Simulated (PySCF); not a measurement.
A calculated (wB97M-V, PySCF 2.14, x2c-TZVPPall, the spin-free X2C one-electron Hamiltonian (Gaussian nucleus)) atom or ion has these occupied shells.

```json
{"shell": "1s α", "electrons": "1", "orbital energy (eV)": "-83037.1", "rms radius, mean of both spins (bohr)": "0.0187"}
{"shell": "1s β", "electrons": "1", "orbital energy (eV)": "-83037.1", "rms radius, mean of both spins (bohr)": "0.0187"}
{"shell": "2s α", "electrons": "1", "orbital energy (eV)": "-14775.7", "rms radius, mean of both spins (bohr)": "0.0756"}
{"shell": "2s β", "electrons": "1", "orbital energy (eV)": "-14775.6", "rms radius, mean of both spins (bohr)": "0.0756"}
{"shell": "2p α", "electrons": "3", "orbital energy (eV)": "-12798.4", "rms radius, mean of both spins (bohr)": "0.0694"}
{"shell": "2p β", "electrons": "3", "orbital energy (eV)": "-12798.3", "rms radius, mean of both spins (bohr)": "0.0694"}
{"shell": "3s α", "electrons": "1", "orbital energy (eV)": "-3539.1", "rms radius, mean of both spins (bohr)": "0.193"}
{"shell": "3s β", "electrons": "1", "orbital energy (eV)": "-3539.1", "rms radius, mean of both spins (bohr)": "0.193"}
{"shell": "3p α", "electrons": "3", "orbital energy (eV)": "-2962.0", "rms radius, mean of both spins (bohr)": "0.195"}
{"shell": "3p β", "electrons": "3", "orbital energy (eV)": "-2961.9", "rms radius, mean of both spins (bohr)": "0.195"}
{"shell": "3d α", "electrons": "5", "orbital energy (eV)": "-2327.7", "rms radius, mean of both spins (bohr)": "0.179"}
{"shell": "3d β", "electrons": "5", "orbital energy (eV)": "-2327.7", "rms radius, mean of both spins (bohr)": "0.179"}
{"shell": "4s α", "electrons": "1", "orbital energy (eV)": "-801.11", "rms radius, mean of both spins (bohr)": "0.424"}
{"shell": "4s β", "electrons": "1", "orbital energy (eV)": "-801.00", "rms radius, mean of both spins (bohr)": "0.424"}
{"shell": "4p α", "electrons": "3", "orbital energy (eV)": "-609.76", "rms radius, mean of both spins (bohr)": "0.452"}
{"shell": "4p β", "electrons": "3", "orbital energy (eV)": "-609.65", "rms radius, mean of both spins (bohr)": "0.452"}
{"shell": "4d α", "electrons": "5", "orbital energy (eV)": "-374.80", "rms radius, mean of both spins (bohr)": "0.482"}
{"shell": "4d β", "electrons": "5", "orbital energy (eV)": "-374.66", "rms radius, mean of both spins (bohr)": "0.482"}
{"shell": "5s α", "electrons": "1", "orbital energy (eV)": "-138.96", "rms radius, mean of both spins (bohr)": "0.957"}
{"shell": "5s β", "electrons": "1", "orbital energy (eV)": "-138.21", "rms radius, mean of both spins (bohr)": "0.957"}
{"shell": "4f α", "electrons": "7", "orbital energy (eV)": "-117.66", "rms radius, mean of both spins (bohr)": "0.530"}
{"shell": "4f β", "electrons": "7", "orbital energy (eV)": "-117.50", "rms radius, mean of both spins (bohr)": "0.530"}
{"shell": "5p α", "electrons": "3", "orbital energy (eV)": "-86.970", "rms radius, mean of both spins (bohr)": "1.10"}
{"shell": "5p β", "electrons": "3", "orbital energy (eV)": "-85.980", "rms radius, mean of both spins (bohr)": "1.10"}
{"shell": "5d α", "electrons": "5", "orbital energy (eV)": "-26.700", "rms radius, mean of both spins (bohr)": "1.54"}
{"shell": "5d β", "electrons": "4", "orbital energy (eV)": "-25.924", "rms radius, mean of both spins (bohr)": "1.54"}
{"shell": "6s α", "electrons": "1", "orbital energy (eV)": "-18.993", "rms radius, mean of both spins (bohr)": "2.69"}
{"shell": "6s β", "electrons": "1", "orbital energy (eV)": "-18.685", "rms radius, mean of both spins (bohr)": "2.69"}
```

Name the element and its charge.

Hg+ (mercury, charge +1), in [Xe] 4f14 5d9 6s2, 2D determinant (an excited configuration).
